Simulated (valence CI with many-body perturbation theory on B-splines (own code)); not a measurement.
E1 line list for Ge¹⁷⁺

Method: valence CI with perturbative core correlation (CI+MBPT): five valence electrons over a frozen Dirac-Fock core [Ne], radial functions for each j: 9 s, 9 p, 8 d, 6 f, 3 g, 1 h, with the one-electron correlation potential Σ1, the two-electron term Σ2, the three-electron term Σ3, Breit, model QED; selected CI, second order for the rest (own B-spline code, finite nucleus).

No measured levels were compared; by estimate levels of excited configurations hold to 0.05 to 0.15 % of their energy, terms of the ground configuration to about 0.5 %. Among the levels kept, up to 460 cm⁻¹ of a level comes from second order outside the variational space, and about a tenth of that is noise between levels of different J, which matters for small intervals.

Lines 51 to 100 of 173 in falling wavelength, among levels below 969600 cm⁻¹, chosen from the strongest by gf and those to the six lowest levels. Wavelengths and rates use the calculated energies, so an error of 300 cm⁻¹ moves a line at 22.88 nm by 0.069 % and its rate by three times that or more. Electric multipoles are in the length gauge, E1 and E2 with the static RPA response of the core. Weak lines are less certain than strong ones. Lines between different terms over intervals too small for the method are left out, as are lines whose strength nearly cancels. The highest levels of a list are the least certain.

Names give the largest LS component (configuration and term), which can be under half, so a name can repeat, a term be missing and a line seem to break the LS rules; names also repeat where a configuration has a term twice. Letters in brackets count levels of one name in rising energy.

| λ vac (nm) | Upper | Lower | A (s⁻¹) | S (a.u.) |
| --- | --- | --- | --- | --- |
| 22.88 | 3s3p⁴ ²S_1/2 [a] | 3s²3p³ ²P°_3/2 | 2.50e+07 | 2.95e-04 |
| 22.60 | 3s3p⁴ ²D_5/2 | 3s²3p³ ²D°_5/2 | 5.05e+09 | 1.72e-01 |
| 22.42 | 3s3p⁴ ⁴P_1/2 | 3s²3p³ ⁴S°_3/2 | 4.09e+09 | 4.56e-02 |
| 22.25 | 3s3p⁴ ²D_3/2 | 3s²3p³ ²D°_3/2 | 7.01e+09 | 1.52e-01 |
| 21.77 | 3s²3p²3d ⁴F_3/2 | 3s²3p³ ²P°_3/2 | 5.82e+06 | 1.19e-04 |
| 21.74 | 3s3p⁴ ²D_5/2 | 3s²3p³ ²D°_3/2 | 1.04e+03 | 3.15e-08 |
| 21.70 | 3s²3p²3d ²P_3/2 [a] | 3s²3p³ ²P°_1/2 | 8.50e+08 | 1.72e-02 |
| 21.41 | 3s3p⁴ ²S_1/2 [a] | 3s²3p³ ²P°_1/2 | 6.29e+09 | 6.09e-02 |
| 21.21 | 3s²3p²3d ⁴F_5/2 | 3s²3p³ ²P°_3/2 | 3.38e+07 | 9.57e-04 |
| 20.87 | 3s3p³3d ⁶D°_3/2 | 3s3p⁴ ⁴P_1/2 | 4.12e+07 | 7.39e-04 |
| 20.80 | 3s3p⁴ ²S_1/2 [b] | 3s²3p³ ²P°_3/2 | 9.22e+09 | 8.19e-02 |
| 20.50 | 3s3p³3d ⁶D°_1/2 | 3s3p⁴ ⁴P_3/2 | 1.84e+08 | 1.57e-03 |
| 20.47 | 3s3p³3d ⁶D°_3/2 | 3s3p⁴ ⁴P_3/2 | 5.00e+07 | 8.46e-04 |
| 20.43 | 3s²3p²3d ⁴F_3/2 | 3s²3p³ ²P°_1/2 | 2.50e+07 | 4.20e-04 |
| 20.40 | 3s²3p²3d ²F_5/2 [a] | 3s²3p³ ²P°_3/2 | 2.48e+06 | 6.24e-05 |
| 20.02 | 3s²3p²3d ²P_3/2 [a] | 3s²3p³ ²D°_5/2 | 1.18e+10 | 1.86e-01 |
| 19.90 | 3p⁵ ²P°_3/2 | 3s3p⁴ ⁴P_3/2 | 1.95e+08 | 3.03e-03 |
| 19.77 | 3s3p⁴ ²D_3/2 | 3s²3p³ ⁴S°_3/2 | 2.19e+08 | 3.33e-03 |
| 19.75 | 3s²3p²3d ⁴D_1/2 | 3s²3p³ ²P°_3/2 | 3.32e+09 | 2.52e-02 |
| 19.74 | 3s²3p²3d ⁴D_3/2 | 3s²3p³ ²P°_3/2 | 1.40e+08 | 2.12e-03 |
| 19.58 | 3s3p⁴ ²S_1/2 [b] | 3s²3p³ ²P°_1/2 | 1.64e+09 | 1.22e-02 |
| 19.36 | 3s3p⁴ ²D_5/2 | 3s²3p³ ⁴S°_3/2 | 5.91e+07 | 1.27e-03 |
| 19.34 | 3s²3p²3d ²P_3/2 [a] | 3s²3p³ ²D°_3/2 | 4.13e+08 | 5.90e-03 |
| 19.31 | 3s3p³3d ⁶D°_3/2 | 3s3p⁴ ⁴P_5/2 | 1.14e+08 | 1.62e-03 |
| 19.26 | 3s3p³3d ⁶D°_5/2 | 3s3p⁴ ⁴P_5/2 | 1.57e+08 | 3.32e-03 |
| 19.23 | 3s²3p²3d ⁴D_5/2 | 3s²3p³ ²P°_3/2 | 4.53e+07 | 9.54e-04 |
| 19.20 | 3s3p³3d ⁶D°_7/2 | 3s3p⁴ ⁴P_5/2 | 3.50e+07 | 9.78e-04 |
| 19.11 | 3s3p⁴ ²S_1/2 [a] | 3s²3p³ ²D°_3/2 | 1.25e+10 | 8.63e-02 |
| 18.93 | 3s²3p²3d ⁴F_3/2 | 3s²3p³ ²D°_5/2 | 3.59e+08 | 4.80e-03 |
| 18.81 | 3p⁵ ²P°_3/2 | 3s3p⁴ ⁴P_5/2 | 6.26e+08 | 8.23e-03 |
| 18.64 | 3s²3p²3d ⁴D_1/2 | 3s²3p³ ²P°_1/2 | 2.68e+07 | 1.71e-04 |
| 18.64 | 3s²3p²3d ⁴D_3/2 | 3s²3p³ ²P°_1/2 | 1.25e+08 | 1.60e-03 |
| 18.51 | 3s²3p²3d ⁴F_5/2 | 3s²3p³ ²D°_5/2 | 2.37e+08 | 4.46e-03 |
| 18.33 | 3s²3p²3d ⁴F_3/2 | 3s²3p³ ²D°_3/2 | 1.23e+09 | 1.49e-02 |
| 17.93 | 3s²3p²3d ⁴F_5/2 | 3s²3p³ ²D°_3/2 | 8.29e+07 | 1.42e-03 |
| 17.89 | 3s²3p²3d ²F_5/2 [a] | 3s²3p³ ²D°_5/2 | 7.27e+06 | 1.23e-04 |
| 17.87 | 3s²3p²3d ⁴F_7/2 | 3s²3p³ ²D°_5/2 | 1.09e+08 | 2.47e-03 |
| 17.64 | 3s3p⁴ ²S_1/2 [b] | 3s²3p³ ²D°_3/2 | 2.12e+07 | 1.15e-04 |
| 17.47 | 3s²3p²3d ²F_7/2 [a] | 3s²3p³ ²D°_5/2 | 1.12e+08 | 2.36e-03 |
| 17.44 | 3s²3p²3d ²P_3/2 [a] | 3s²3p³ ⁴S°_3/2 | 1.37e+08 | 1.44e-03 |
| 17.38 | 3s²3p²3d ⁴D_3/2 | 3s²3p³ ²D°_5/2 | 2.70e+09 | 2.80e-02 |
| 17.35 | 3s²3p²3d ²F_5/2 [a] | 3s²3p³ ²D°_3/2 | 5.55e+04 | 8.59e-07 |
| 17.34 | 3s3p⁴ ²P_3/2 | 3s²3p³ ²P°_3/2 | 2.61e+09 | 2.68e-02 |
| 17.25 | 3s3p⁴ ²S_1/2 [a] | 3s²3p³ ⁴S°_3/2 | 1.03e+09 | 5.24e-03 |
| 16.99 | 3s²3p²3d ⁴D_5/2 | 3s²3p³ ²D°_5/2 | 7.71e+08 | 1.12e-02 |
| 16.98 | 3s²3p²3d ⁴P_5/2 | 3s²3p³ ²P°_3/2 | 2.26e+06 | 3.27e-05 |
| 16.87 | 3s²3p²3d ⁴D_1/2 | 3s²3p³ ²D°_3/2 | 2.90e+09 | 1.38e-02 |
| 16.87 | 3s²3p²3d ⁴D_3/2 | 3s²3p³ ²D°_3/2 | 2.49e+07 | 2.36e-04 |
| 16.71 | 3s²3p²3d ⁴P_3/2 | 3s²3p³ ²P°_3/2 | 7.65e+08 | 7.05e-03 |
| 16.61 | 3s²3p²3d ⁴F_3/2 | 3s²3p³ ⁴S°_3/2 | 5.67e+08 | 5.13e-03 |
